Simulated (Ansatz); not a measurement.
Ideal-gas functions of CH4FGaO2 (`OC[O][GaH][F]`) at 800 K and 1 bar, from an Ansatz frequency run at PBE0-D4/def2-TZVP.

Molar mass 136.76 g/mol, point group C1 (symmetry number 1), electronic degeneracy 1, moments of inertia 86.944, 177.341, 202.792 u Å². Harmonic wavenumbers (cm⁻¹, unscaled): 100, 120, 193, 257, 474, 513, 559, 589, 658, 722, 890, 1040, 1198, 1221, 1291, 1407, 1541, 2074, 3006, 3068, 3827.

Use S(trans) = R[1.5 ln M + 2.5 ln T − 1.1517]; rotational temperatures θ = 24.2544 K / I; S(rot) = R[ln(√π/σ · √(T³/θAθBθC)) + 1.5]; for each mode x = 1.438777 ν̃/T, S = R[x/(eˣ − 1) − ln(1 − e⁻ˣ)] and H = RT x/(eˣ − 1); 1 cm⁻¹ = 0.0119627 kJ/mol; R = 8.31446 J/(mol·K).

By hand: the entropy, in J/(mol·K).

Translation 190.7. Rotation: θ = 0.279, 0.1368, 0.1196 K, giving 123.0. Vibration, mode by mode: 22.59, 21.08, 17.15, 14.80, 9.89, 9.27, 8.61, 8.21, 7.38, 6.70, 5.24, 4.22, 3.37, 3.27, 2.96, 2.51, 2.08, 0.96, 0.24, 0.22, 0.07, in all 150.8. Electronic 0.0. Sum 464.5 J/(mol·K).

By hand: H − E and G − E in kJ/mol, counted from the electronic energy.

Zero-point energy ½ × 24748 × 0.0119627 = 148.0; thermal vibration 59.4; translation, rotation and pV give 4 RT = 26.6. H − E = 234.0 kJ/mol, and G − E = 234.0 − 800 × 464.5/1000 = -137.6 kJ/mol.

Vibration gives 32 % of the entropy, 43.7 J/(mol·K) of it from the modes under 150 cm⁻¹: soft modes count most, and the harmonic formula is weakest for them. The sum counts one conformer and one mirror image; others add a mixing term.
